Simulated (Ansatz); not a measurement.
`CC(=N)[SiH3]` + `C#C/C=C/F` → `C#C/C=C\[SiH3]` + `CC(=N)F`  (formal exchange of groups at the Si–C bond)

Isolated molecules relaxed with PBE0-D4/def2-TZVP in Ansatz; ΔE leaves out vibrations. CBS: MP2 limit from def2 TZ/QZ plus the TZ coupled-cluster correction, frozen cores. Double bonds are as drawn, so ΔE can hold a change between cis and trans. DFT in def2-TZVPP. B3LYP here is the variant with VWN-RPA as its local correlation; programs differ in this. One conformer a species, not always the lowest.

`CC(=N)[SiH3]`:

Cartesian coordinates in Å:
```
C 0.160 -0.874 1.262
C -0.482 -0.240 0.066
N -1.694 -0.521 -0.200
Si 0.557 0.953 -0.987
H 1.040 -1.453 0.964
H -0.551 -1.528 1.767
H 0.510 -0.108 1.961
H -2.018 -0.030 -1.034
H -0.297 1.437 -2.104
H 1.756 0.260 -1.529
H 1.019 2.104 -0.166
```

`C#C/C=C/F`:

```xyz
8

C     1.264   -1.459    0.932
C     0.739   -0.576    0.308
C     0.155    0.471   -0.442
C    -1.139    0.759   -0.364
F    -1.669    1.747   -1.077
H     1.724   -2.242    1.487
H     0.788    1.056   -1.102
H    -1.862    0.245    0.257
```

`C#C/C=C\[SiH3]`:

```xyz
11

C     0.217   -2.251    1.040
C    -0.172   -1.563    0.133
C    -0.630   -0.749   -0.933
C    -0.446    0.578   -0.979
Si    0.436    1.547    0.352
H     0.563   -2.858    1.843
H    -1.152   -1.267   -1.736
H    -0.840    1.101   -1.847
H    -0.253    1.394    1.660
H     1.842    1.085    0.495
H     0.436    2.983   -0.029
```

`CC(=N)F`:

Z-matrix (Å, degrees):
```
C
C 1 1.488
H 1 1.088 2 111.2
H 1 1.092 2 109.7 3 121.2
H 1 1.092 2 109.7 3 -121.2
N 2 1.247 1 132.0 3 -0.1
F 2 1.341 1 110.6 3 179.9
H 6 1.015 2 110.7 1 -0.0
```

| species | B3LYP-D4 energy (Eh) |
| --- | --- |
| `CC(=N)[SiH3]` | -424.74524 |
| `C#C/C=C/F` | -254.08935 |
| `C#C/C=C\[SiH3]` | -445.54005 |
| `CC(=N)F` | -233.31694 |

Task: Work out ΔE.

Result: ΔE = (-445.54005) + (-233.31694) − (-424.74524) − (-254.08935) = -0.02240 Eh = -0.61 eV. CCSD(T)/CBS gives -0.63 eV.

Largest T1 diagnostic among the species: 0.013.

From PBE to PBE0 (25 % exact exchange), in def2-TZVPP and without D4, ΔE moves by −0.05 eV.
